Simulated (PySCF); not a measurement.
SeCl₄, SMILES Cl[Se](Cl)(Cl)Cl. Atoms are numbered in the order given.

```xyz
5

Se     0.0000     0.0000     0.3858
Cl     1.7217     0.0000    -1.0117
Cl     0.0000     2.3434     0.6259
Cl    -1.7217     0.0000    -1.0117
Cl     0.0000    -2.3434     0.6259
```

Geometry optimised at PBE-D3(BJ)/def2-SVP. The isomer is the one that the SMILES or the coordinates give; other isomers of the formula were not compared.

Method: TDA-B3LYP/def2-SVPD run with PySCF.

Vertical excitations. Isolated molecule, no solvent. State labels are in the subgroup C2v.

```tsv
state	symmetry	energy (eV)	λ (nm)	f	main pairs
S1	A1	2.66	466	0.004	HOMO→LUMO 98 %
S2	A2	3.02	411	0.000	HOMO−1→LUMO 100 %
S3	B1	3.08	403	0.006	HOMO→LUMO+1 93 %
S4	B2	3.18	390	0.004	HOMO−2→LUMO 91 %
S5	B1	3.23	384	0.002	HOMO−3→LUMO 94 %
S6	A2	3.44	360	0.000	HOMO−2→LUMO+1 100 %
S7	A1	3.48	356	0.000	HOMO−4→LUMO 62 %, HOMO−3→LUMO+1 38 %
S8	B2	3.50	354	0.007	HOMO−1→LUMO+1 88 %
S9	B1	3.78	328	0.000	HOMO−4→LUMO+1 99 %
S10	A1	4.14	300	0.020	HOMO−3→LUMO+1 55 %, HOMO−4→LUMO 33 %
T1	A1	2.28	543	0	HOMO→LUMO 99 %
T2	B1	2.55	486	0	HOMO→LUMO+1 97 %
T3	A2	2.82	439	0	HOMO−1→LUMO 89 %
T4	B2	2.84	436	0	HOMO−2→LUMO 84 %
```
Triplets are in the Tamm–Dancoff approximation.
